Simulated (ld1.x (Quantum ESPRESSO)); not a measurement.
**Reading a pseudo-wave (titanium (Ti))**

Columns: radius, all-electron u(r) and pseudo u(r) of the 3s shell (level -62.64 eV) of titanium in the configuration [Ne] 3s2 3p6 3d2 4s2 4p0; PW91, scalar-relativistic, RRKJ scheme, ld1.x (Quantum ESPRESSO) 7.5.

```json
{"r (bohr)": "0.090", "all-electron": "0.0105", "pseudo": "0.0360"}
{"r (bohr)": "0.180", "all-electron": "-0.5260", "pseudo": "0.0953"}
{"r (bohr)": "0.270", "all-electron": "-0.5186", "pseudo": "0.1938"}
{"r (bohr)": "0.360", "all-electron": "-0.1856", "pseudo": "0.3352"}
{"r (bohr)": "0.450", "all-electron": "0.2283", "pseudo": "0.5095"}
{"r (bohr)": "0.540", "all-electron": "0.5921", "pseudo": "0.6961"}
{"r (bohr)": "0.630", "all-electron": "0.8585", "pseudo": "0.8695"}
{"r (bohr)": "0.720", "all-electron": "1.0231", "pseudo": "1.0063"}
{"r (bohr)": "0.810", "all-electron": "1.0996", "pseudo": "1.0906"}
{"r (bohr)": "0.900", "all-electron": "1.1091", "pseudo": "1.1174"}
{"r (bohr)": "0.990", "all-electron": "1.0716", "pseudo": "1.0920"}
{"r (bohr)": "1.080", "all-electron": "1.0042", "pseudo": "1.0270"}
{"r (bohr)": "1.170", "all-electron": "0.9201", "pseudo": "0.9380"}
{"r (bohr)": "1.260", "all-electron": "0.8287", "pseudo": "0.8392"}
{"r (bohr)": "1.350", "all-electron": "0.7365", "pseudo": "0.7408"}
{"r (bohr)": "1.440", "all-electron": "0.6476", "pseudo": "0.6487"}
{"r (bohr)": "1.530", "all-electron": "0.5647", "pseudo": "0.5647"}
{"r (bohr)": "1.620", "all-electron": "0.4889", "pseudo": "0.4889"}
{"r (bohr)": "1.710", "all-electron": "0.4209", "pseudo": "0.4209"}
{"r (bohr)": "1.800", "all-electron": "0.3607", "pseudo": "0.3607"}
{"r (bohr)": "1.890", "all-electron": "0.3078", "pseudo": "0.3078"}
{"r (bohr)": "1.980", "all-electron": "0.2617", "pseudo": "0.2617"}
{"r (bohr)": "2.070", "all-electron": "0.2220", "pseudo": "0.2220"}
{"r (bohr)": "2.160", "all-electron": "0.1878", "pseudo": "0.1878"}
{"r (bohr)": "2.250", "all-electron": "0.1586", "pseudo": "0.1586"}
{"r (bohr)": "2.340", "all-electron": "0.1337", "pseudo": "0.1337"}
```

**Question.** How many radial nodes do the two functions have?

**Answer.** The all-electron 3s function has n − l − 1 = 2; the pseudo-wave has 0, since the states of the same l below it are removed with the core.

**Question.** At about which radius was the pseudo-wave matched?

**Answer.** 1.60 bohr, where the columns begin to agree (steps of 0.09 bohr).

**Question.** Is the pseudo-wave norm-conserving?

**Answer.** Yes: the RRKJ scheme keeps the norm inside the radius equal to the all-electron one, which fixes the energy derivative of the logarithmic derivative at the level.
